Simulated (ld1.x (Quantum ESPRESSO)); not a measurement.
## u(r) = r·R(r): atom against pseudo-atom (Ca)

Columns: radius, all-electron u(r) and pseudo u(r) of the 3p shell (level -25.74 eV) of calcium in the configuration [Ne] 3s2 3p6 3d1 4s1 4p0; LDA (PZ), scalar-relativistic, PAW scheme, ld1.x (Quantum ESPRESSO) 7.5.

| r (bohr) | all-electron | pseudo |
| --- | --- | --- |
| 0.148 | 0.4373 | -0.0166 |
| 0.295 | 0.3458 | -0.0642 |
| 0.443 | -0.0695 | -0.1378 |
| 0.590 | -0.4689 | -0.2282 |
| 0.738 | -0.7464 | -0.3265 |
| 0.885 | -0.8931 | -0.4210 |
| 1.033 | -0.9400 | -0.5032 |
| 1.180 | -0.9198 | -0.5643 |
| 1.328 | -0.8598 | -0.6002 |
| 1.475 | -0.7802 | -0.6089 |
| 1.623 | -0.6926 | -0.5923 |
| 1.770 | -0.6060 | -0.5549 |
| 1.918 | -0.5237 | -0.5024 |
| 2.065 | -0.4490 | -0.4425 |
| 2.213 | -0.3820 | -0.3809 |
| 2.360 | -0.3237 | -0.3236 |
| 2.508 | -0.2727 | -0.2727 |
| 2.655 | -0.2293 | -0.2293 |
| 2.802 | -0.1922 | -0.1922 |
| 2.950 | -0.1606 | -0.1606 |
| 3.098 | -0.1340 | -0.1340 |
| 3.245 | -0.1117 | -0.1117 |
| 3.393 | -0.0929 | -0.0929 |
| 3.540 | -0.0772 | -0.0772 |
| 3.688 | -0.0640 | -0.0640 |
| 3.835 | -0.0531 | -0.0531 |

(1) How many radial nodes do the two functions have?

(2) At about which radius was the pseudo-wave matched?

(3) Where does each function peak?

(4) Is the pseudo-wave norm-conserving?

Results:

(1) The all-electron 3p function has n − l − 1 = 1; the pseudo-wave has 0, since the states of the same l below it are removed with the core.

(2) 2.55 bohr. The columns agree to 0.0005 from 2.36 bohr on; several derivatives are matched, so the curves merge somewhat inside the radius.

(3) Outermost all-electron maximum near 1.03 bohr, pseudo maximum near 1.48 bohr (to the table’s step).

(4) No, it belongs to a PAW set: the norm inside the radius is not constrained, and the difference is carried by the augmentation charge.
